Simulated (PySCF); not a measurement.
Two-component Hartree-Fock for B⁺ (boron, charge +1)

Start: [He] 2s2. Calculated with PySCF 2.14 in x2c-SVPall-2c with one added diffuse shell of s type (4s2p1d, 15 functions): generalised Hartree-Fock with the X2C-1e Hamiltonian and a Gaussian nucleus; one run each with spin-orbit coupling (SO) switched off, then screened by Boettger's factors.

```csv
spinor shell,electrons,"ε, spin-free (eV)","ε, screened SO (eV)",weight of nominal j (screened SO),"rms radius, screened SO (bohr)"
1s1/2,2,-222.99,-222.99,1.000,0.378
2s1/2,2,-23.541,-23.541,1.000,1.98
```

```tsv
quantity	spin-free	screened SO
E (hartree)	-24.20879	-24.20879
M_J	0	0
⟨J²⟩	0.000	0.000
⟨L²⟩	0.000	0.000
⟨S²⟩	0.000	0.000
```

Without spin-orbit coupling the j labels of p, d and f shells carry no meaning; the spin-free column gives the mean over the occupied spinors of each nl shell.
